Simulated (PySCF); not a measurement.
AlO (SMILES [O]=[Al]), doublet (typed; the unrestricted solution is spin-contaminated), geometry from GFN2-xTB (such geometries of metal compounds can be far from the true shape), with bond 2-1 at 2.0 times its length.

Here is a job for PySCF.
```python
from pyscf import gto, scf, dft

mol = gto.M(
    atom='''
Al   -0.000000   -0.000000   -0.598151
O     0.000000    0.000000    2.542142
''',
    basis='3-21g',
    charge=0,
    spin=1,
    verbose=4,
)

mf = dft.UKS(mol)
mf.xc = 'pbe'
mf.kernel()
mf.analyze()
```

What does this run give for the number of basis functions, total energy?


| Item | Value |
|---|---|
| number of basis functions | 22 |
| total energy | -315.5081 Eh |

These values belong to the state on which the SCF converged, which isn't shown to be the lowest.
